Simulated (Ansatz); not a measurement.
```yaml
crystal:
  periodic: [false, false, false]
  atoms:
    - {symbol: C, position_ang: [-1.314046, 2.087356, -1.149668]}
    - {symbol: Te, position_ang: [1.261360, 1.354446, 2.241856]}
    - {symbol: B, position_ang: [1.391173, -2.812898, 1.412132]}
    - {symbol: F, position_ang: [2.855089, -3.926516, 2.466039]}
    - {symbol: H, position_ang: [-1.606997, 0.032741, -1.887148]}
    - {symbol: H, position_ang: [-3.016048, 2.775830, -0.479622]}
    - {symbol: H, position_ang: [-0.187980, 3.030638, -2.588630]}
    - {symbol: H, position_ang: [0.458195, -3.431232, -0.332649]}
basis:
  gaussian: {orbitals: x2c-TZVPPall}
hamiltonian: {xc: {name: r2SCAN}}
```

```sh
$ ansatz run in.yaml --threads 2 --pin off --events-out ev --progress --plain --max-ram 4352MiB
```

It prints (some lines left out):

```
Functional definition: r2SCAN
1243 factors; their error is unknown
mean field evaluation 1: about -189324.3615 eV, gradient 6.6e1 eV
mean field evaluation 2: about -188603.3999 eV, gradient 3.0e2 eV
mean field evaluation 4: about -188862.6097 eV, gradient 2.0e2 eV
mean field evaluation 8: about -189346.5388 eV, gradient 1.2e0 eV
mean field evaluation 16: about -189346.6488 eV, gradient 4.0e-4 eV
mean field -189346.64882324 eV, -6958.3610004859 hartree, gradient 4.9e-6 eV, S^2 0.000000; 10 other end points of the search recorded, 0 dependent functions left out
reference -189346.64883972 eV, -6958.3610010915 hartree; 38, 38 occupied and 171, 171 virtual orbitals, 1243 factors
Total energy: -189346.64883972 eV, -6958.3610010915 hartree
Relativity: scalar
```

In this input the coordinates are in bohr but typed as ångström. Self-consistency was reached. The result belongs to that input, not to the molecule as meant.
